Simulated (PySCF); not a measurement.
**Correlation energy of Pt⁺ (platinum, charge +1)**

[Xe] 4f14 5d8 6p1, one real determinant (an excited configuration). Calculation: PySCF 2.14, in def2-TZVPPD with the def2 core potential (60 electrons) (6s5p3d2f1g, 59 functions); a scalar-relativistic core potential. Frozen: 5s2 5p6; 9 electrons correlated.

```
  level  correlation energy (mhartree)
   CCSD                        -214.09
    (T)                          -8.22
CCSD(T)                        -222.31
```

Diagnostics: T1 = 0.012, D1 = 0.0464, largest double amplitude 0.050.

Is a single reference adequate?

Yes, within this model without spin-orbit coupling: T1 lies below 0.03 and no double amplitude reaches 0.07.

The reference is one real determinant that mixes LS terms of this configuration.
